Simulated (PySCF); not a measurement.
# From a computed spectrum to the compound

A species of 5 atoms with charge 3 has these harmonic modes (PBE0, small Gaussian bases with core potentials, PySCF 2.14.0):

```tsv
cm⁻¹	km/mol	symmetry
260	61.5	b2
279	68.9	b1
449	20.4	a1
1171	19.8	b2
1245	5.6	b1
1435	312.7	a1
1542	276.0	a1
3006	99.7	a1
3160	106.0	b2
```

Task: Which species is it, and in which structure?

Result: [Er(H2CO)]3+ (singlet in the valence; each metal's 4f electrons, 11 of them, lie in its core potential, out of spins and levels):
```xyz
5

Er    0.0000    0.0000   -0.4086
O     0.0000    0.0000    1.6295
C     0.0000    0.0000    2.9001
H     0.9731    0.0000    3.4423
H    -0.9731    0.0000    3.4423
```
Ideal gas at 298.15 K and 1 bar: S = 292.7 J/(mol K), Cp = 55.8 J/(mol K), H − H(0 K) = 13.1 kJ/mol (rigid rotor, harmonic modes, spin degeneracy alone, that of the 4f electrons in the core included). An lcecp potential fixes the number of 4f electrons, so in runs with it no electron can move into or out of that shell.
 This is one of several that fit.
